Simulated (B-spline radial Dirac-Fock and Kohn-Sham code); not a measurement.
Level of theory: multi-electron Dirac-Fock with separately optimised hole states, Breit and Lamb-shift corrections added in first order; a radial B-spline solver. Correlation and solid-state effects are left out.

Question: Identify the element and charge state from the binding energies below (tabulated ground configuration; the least bound level is included).

```csv
level,binding energy (eV)
K,7766.2
L1,986.7
L2,852.6
L3,838.1
M1,160.6
M3,116.6
"M4,5",53.10
```

Answer: Co³⁺: Z = 27 with 24 electrons, [Ar] 3d6. The hydrogen-like estimate √(E/Ry) = 23.9 for the K level lies 3.1 below Z; the outermost level, at 53.10 eV, fixes the charge.

Question: An atom or ion in its tabulated ground configuration has these computed binding energies (the last is its least bound level). Which is it?

| level | binding energy (eV) |
| --- | --- |
| L2 | 2148.4 |
| L3 | 2116.0 |
| M1 | 879.7 |

Answer: Ge²¹⁺: Z = 32 with 11 electrons, [Ne] 3s1.

Question: An atom or ion in its tabulated ground configuration has these computed binding energies (the last is its least bound level). Which is it?

```csv
level,binding energy (eV)
1s,27128.0
2s,6035.3
2p,5732.3
```

Answer: Pd³⁸⁺: Z = 46 with 8 electrons, [He] 2s2 2p4. The hydrogen-like estimate √(E/Ry) = 44.7 for the K level lies 1.3 below Z (screening lowers it, relativity raises it); the outermost level, at 5732.3 eV, fixes the charge.
